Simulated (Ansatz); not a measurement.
`NCB(O)Cl` from Hartree–Fock to CCSD(T)

```json
{"atom": "N1", "x (Å)": "-0.178", "y (Å)": "-0.203", "z (Å)": "-1.571"}
{"atom": "C2", "x (Å)": "0.239", "y (Å)": "-0.460", "z (Å)": "-0.206"}
{"atom": "B3", "x (Å)": "-0.148", "y (Å)": "0.661", "z (Å)": "0.825"}
{"atom": "O4", "x (Å)": "0.505", "y (Å)": "0.866", "z (Å)": "1.987"}
{"atom": "Cl5", "x (Å)": "-1.560", "y (Å)": "1.685", "z (Å)": "0.544"}
{"atom": "H6", "x (Å)": "-1.114", "y (Å)": "0.181", "z (Å)": "-1.593"}
{"atom": "H7", "x (Å)": "-0.176", "y (Å)": "-1.048", "z (Å)": "-2.126"}
{"atom": "H8", "x (Å)": "-0.178", "y (Å)": "-1.392", "z (Å)": "0.226"}
{"atom": "H9", "x (Å)": "1.329", "y (Å)": "-0.596", "z (Å)": "-0.179"}
{"atom": "H10", "x (Å)": "1.279", "y (Å)": "0.306", "z (Å)": "2.091"}
```

Charge 0, multiplicity 1. All single points use the PBE0-D4/def2-TZVP geometry. It is one conformer, not always the lowest. Frozen core, restricted reference, Ansatz. CBS rows extrapolate triple and quadruple zeta; past MP2 they add the triple-zeta difference.

```csv
basis,HF (Eh),MP2 corr.,CCSD corr.,(T),CCSD(T) total
def2-SVP,?,?,-0.75720,?,?
def2-TZVPP,-654.46775,-0.91292,-0.95168,?,?
def2-QZVPP,-654.48982,-0.98486,–,–,–
CBS(def2),-654.49286,-1.03816,-1.07692,as TZ,-655.60765
```

**Question.** Fill in the withheld values. (Estimate.)

**Answer.** The calculation gave: def2-SVP HF (Eh): -654.08236; def2-SVP MP2 corr.: -0.71253; def2-SVP (T): -0.01949; def2-SVP CCSD(T) total: -654.85905; def2-TZVPP (T): -0.03787; def2-TZVPP CCSD(T) total: -655.45730.
